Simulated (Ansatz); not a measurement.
What each rung costs, and what it gives

Saddle point of Si2H3Cl2F, closed shell (Si₂H₃Cl₂F ([F][Si]([SiH3])([Cl])[Cl]) → SiH₃F ([F][SiH3]) + SiCl₂; bonds formed: Si1–F3; bonds broken: Si1–Si2, Si2–F3), PBE0-D4/def2-TZVP structure:

```tsv
atom	x (Å)	y (Å)	z (Å)
Si1	-0.9047	-0.3962	0.7369
Si2	0.8984	0.8029	-0.4928
F3	0.1801	-0.8738	-0.7176
Cl4	2.8989	0.3493	-0.3219
Cl5	0.6833	1.5739	-2.3894
H6	-0.2595	-0.3427	2.0682
H7	-1.9612	0.6193	0.5231
H8	-1.5355	-1.7327	0.5934
```

Barriers are electronic and count from the start structure reached by relaxing down the imaginary mode.

Program: Ansatz 0.2.0. Basis: as named in each row. Cores are frozen in the correlated methods. B3LYP uses VWN-RPA correlation. Extrapolation: Hartree–Fock as exp(−7.88 √X), correlation as X^−2.97.

Times are rough, for one single point on 4 threads of a shared host (Intel Xeon).

The estimate by CCSD(T) at an estimated basis limit (MP2 extrapolated from triple and quadruple zeta, plus CCSD(T) − MP2 in triple zeta) is 2.231 eV.

```json
{"method": "HF", "basis": "STO-3G", "time (s)": "under 1", "barrier (eV)": "2.353", "method less estimate": "0.122"}
{"method": "PBE-D4", "basis": "STO-3G", "time (s)": "under 1", "barrier (eV)": "1.274", "method less estimate": "-0.957"}
{"method": "SPW92", "basis": "def2-SVP", "time (s)": "under 1", "barrier (eV)": "1.754", "method less estimate": "-0.477"}
{"method": "PBE-D4", "basis": "def2-SVP", "time (s)": "1", "barrier (eV)": "1.793", "method less estimate": "-0.438"}
{"method": "B3LYP-D4", "basis": "6-31G", "time (s)": "2", "barrier (eV)": "1.539", "method less estimate": "-0.692"}
{"method": "PBE0-D4", "basis": "def2-SVP", "time (s)": "2", "barrier (eV)": "2.010", "method less estimate": "-0.220"}
{"method": "SPW92", "basis": "def2-TZVPP", "time (s)": "3", "barrier (eV)": "1.890", "method less estimate": "-0.341"}
{"method": "PBE-D4", "basis": "def2-TZVPP", "time (s)": "3", "barrier (eV)": "1.935", "method less estimate": "-0.296"}
{"method": "BLYP-D4", "basis": "def2-TZVPP", "time (s)": "3", "barrier (eV)": "1.939", "method less estimate": "-0.292"}
{"method": "CCSD(T)", "basis": "def2-SVP", "time (s)": "6", "barrier (eV)": "2.145", "method less estimate": "-0.086"}
{"method": "BHLYP-D4", "basis": "def2-TZVPP", "time (s)": "6", "barrier (eV)": "2.354", "method less estimate": "0.124"}
{"method": "B3LYP-D4", "basis": "def2-TZVPP", "time (s)": "6", "barrier (eV)": "2.119", "method less estimate": "-0.112"}
{"method": "wB97M-V", "basis": "def2-SVP", "time (s)": "7", "barrier (eV)": "1.918", "method less estimate": "-0.312"}
{"method": "r2SCAN-D4", "basis": "def2-TZVPP", "time (s)": "7", "barrier (eV)": "2.137", "method less estimate": "-0.094"}
{"method": "PBE0-D4", "basis": "def2-TZVPP", "time (s)": "8", "barrier (eV)": "2.159", "method less estimate": "-0.071"}
{"method": "CAM-B3LYP-D4", "basis": "def2-TZVPP", "time (s)": "8", "barrier (eV)": "2.212", "method less estimate": "-0.019"}
{"method": "RPA on PBE", "basis": "def2-TZVPP", "time (s)": "8", "barrier (eV)": "2.149", "method less estimate": "-0.082"}
{"method": "r2SCAN0-D4", "basis": "def2-TZVPP", "time (s)": "10", "barrier (eV)": "2.265", "method less estimate": "0.034"}
{"method": "B97M-V", "basis": "def2-TZVPP", "time (s)": "11", "barrier (eV)": "2.178", "method less estimate": "-0.053"}
{"method": "B2PLYP", "basis": "def2-TZVPP", "time (s)": "12", "barrier (eV)": "2.185", "method less estimate": "-0.046"}
{"method": "PBE-QIDH", "basis": "def2-TZVPP", "time (s)": "12", "barrier (eV)": "2.309", "method less estimate": "0.079"}
{"method": "wB97X-V", "basis": "def2-TZVPP", "time (s)": "14", "barrier (eV)": "2.254", "method less estimate": "0.024"}
{"method": "wB97M-V", "basis": "def2-TZVPP", "time (s)": "17", "barrier (eV)": "2.062", "method less estimate": "-0.168"}
{"method": "MP2", "basis": "def2-QZVPP", "time (s)": "37", "barrier (eV)": "2.245", "method less estimate": "0.015"}
{"method": "CCSD(T)", "basis": "def2-TZVPP", "time (s)": "150", "barrier (eV)": "2.256", "method less estimate": "0.025"}
```

All methods are single points on the PBE0-D4 structures.

The T1 diagnostic stays at or below 0.013.

Losses and insertions of silylenes and their heavier kin drive the gas-phase chemistry of silicon and germanium vapour deposition.

Labels in which every atom is bracketed show which atoms are joined, not bond orders.
